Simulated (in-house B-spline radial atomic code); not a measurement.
Yb⁺. Computed with a B-spline radial atomic code. Model: non-relativistic spherical atom: semilocal Troullier-Martins pseudo-atom, one channel per l, against all electrons, high spin, G0W0 and RPA with empty states to l = 8, local potential for every l without a channel, a model core (radius 0 = none) keeps its share of the functional.

Without relativity these are model numbers for so heavy an element.

What the tables leave out is listed at the end.

The pseudopotential gives back the lowest level of each angular momentum of its own functional in the configuration it was made in; a second state of the same l is only approximately right. Exact exchange, RPA and GW see the smooth pseudo-orbitals and miss the exchange with the core, for which the functional's share stands in. The column with an uncorrelated core keeps all orbitals and exact exchange, and so separates missing core correlation from pseudisation. Only the three outermost levels and the lowest empty one were computed. RPA here is direct RPA, with no exchange kernel, and its energies carry an (l + 1/2)⁻⁴ tail. A hybrid on a potential with a model core restores only its own semilocal share of the core's exchange.

Command:
```bash
python run_psgw.py task.json out
```
Settings (lengths in bohr, energies in hartree):
```
Z                      70
electrons              69
configuration          [Xe] 4f14 6s1
generated_in           [Xe] 4f14 6s2
functional             pbe,pbe
core_shells            9
radius_factor          1
core_correction        False
ion_configuration      [Xe] 4f14
```

Time taken, with all properties: 110 s on 1 thread of Arm Neoverse N1, with other jobs on the host.

Given: made with PBE; model core radius 0 bohr; local radius 1.287 bohr; mean-field start PBE.

Valence shells of the generating configuration: 5s, 5p, 4f, 6s.

Channel: s 1.167, p 1.275, d 1.967, f 1.613 (radii in bohr).

Computed: largest level miss in the spin-unpolarised generating configuration 0.027 eV; valence RPA correlation energy all-electron orbitals -1.8808 hartree; all-electron RPA polarisability, core included 54.435 bohr³; pseudo-atom RPA polarisability 53.591 bohr³; ionisation by mean-field all-electron 11.446 eV; ionisation by mean-field pseudo minus all 0.066 eV; ionisation by RPA pseudo minus all 0.216 eV.

```json
{"level": "6s up", "occupied": "1", "mean-field all-electron (eV)": "-8.8637", "mean-field pseudo minus all (eV)": "-0.05", "G0W0 all-electron (eV)": "-11.732", "G0W0 uncorrelated core minus all (eV)": "0.003", "G0W0 pseudo minus all (eV)": "-0.059", "exchange self-energy all-electron (eV)": "-8.229", "exchange self-energy pseudo (eV)": "-7.8744"}
{"level": "6s down (empty)", "occupied": "0", "mean-field all-electron (eV)": "-7.8762", "mean-field pseudo minus all (eV)": "-0.054", "G0W0 all-electron (eV)": "-6.3099", "G0W0 uncorrelated core minus all (eV)": "0.003", "G0W0 pseudo minus all (eV)": "-0.03", "exchange self-energy all-electron (eV)": "-1.9365", "exchange self-energy pseudo (eV)": "-1.5139"}
```

What is the valence RPA correlation energy pseudo?

-2.4986 hartree.

What is the ionisation by RPA all-electron?

11.771 eV.

Given: mean-field start PBE0.

Computed: valence RPA correlation energy all-electron orbitals -1.7786 hartree; valence RPA correlation energy pseudo -2.4255 hartree; all-electron RPA polarisability, core included 47.069 bohr³; pseudo-atom RPA polarisability 46.047 bohr³; ionisation by mean-field all-electron 11.254 eV; ionisation by RPA all-electron 11.606 eV.

| level | occupied | mean-field all-electron (eV) | mean-field pseudo minus all (eV) | G0W0 all-electron (eV) | G0W0 uncorrelated core minus all (eV) | G0W0 pseudo minus all (eV) | exchange self-energy all-electron (eV) | exchange self-energy pseudo (eV) |
| --- | --- | --- | --- | --- | --- | --- | --- | --- |
| 6s up | 1 | -9.3826 | -0.086 | -11.659 | 0.003 | -0.115 | -8.0583 | -7.749 |
| 6s down (empty) | 0 | -7.0712 | -0.093 | -5.9655 | 0.003 | -0.096 | -1.6977 | -1.3278 |

What is the ionisation by RPA pseudo minus all?

0.215 eV.

What is the ionisation by mean-field pseudo minus all?

0.104 eV.

Given: mean-field start Hartree-Fock.

Computed: valence RPA correlation energy all-electron orbitals -1.547 hartree; valence RPA correlation energy pseudo -2.2442 hartree; all-electron RPA polarisability, core included 36.915 bohr³; pseudo-atom RPA polarisability 35.865 bohr³; ionisation by mean-field pseudo minus all 0.155 eV; ionisation by RPA all-electron 11.313 eV.

```
          level  occupied  mean-field all-electron (eV)  mean-field pseudo minus all (eV)  G0W0 all-electron (eV)  G0W0 uncorrelated core minus all (eV)  G0W0 pseudo minus all (eV)  exchange self-energy all-electron (eV)  exchange self-energy pseudo (eV)
          6s up         1                       -10.547                            -0.155                 -11.415                                  0.003                      -0.225                                 -7.4786                           -7.2586
        4f down         1                       -26.006                             7.314                 -22.258                                 -0.161                       3.958                                 -76.849                           -40.026
          4f up         ?                             ?                                 ?                       ?                                      ?                           ?                                       ?                                 ?
6s down (empty)         0                       -4.6467                            -0.079                 -5.6187                                  0.002                      -0.141                                -0.92034                          -0.72515
```

What belongs in the row 4f up?

occupied: 1; mean-field all-electron (eV): -26.018; mean-field pseudo minus all (eV): 7.291; G0W0 all-electron (eV): -22.272; G0W0 uncorrelated core minus all (eV): -0.161; G0W0 pseudo minus all (eV): 3.94; exchange self-energy all-electron (eV): -76.841; exchange self-energy pseudo (eV): -40.048.

What is the ionisation by mean-field all-electron?

10.523 eV.

What is the ionisation by RPA pseudo minus all?

0.222 eV.

Among the listed levels the largest G0W0 shift of the pseudo-atom is +3.96 eV, for 4f down on the Hartree-Fock start, while leaving the core uncorrelated moves that level by -0.16 eV. So pseudisation and the lost core exchange, not the missing core correlation, make the error. Not in the tables (levels of low weight, unsolved or above zero; the highest and the empty levels are kept at any weight): on PBE the G0W0 levels 4f down (pseudo minus all +6.82 eV, weights 0.81 and 0.19), 4f up (pseudo minus all +6.77 eV, weights 0.81 and 0.02); on PBE0 the G0W0 levels 4f down (pseudo minus all +6.06 eV, weights 0.85 and 0.71), 4f up (pseudo minus all +6.04 eV, weights 0.85 and 0.71).
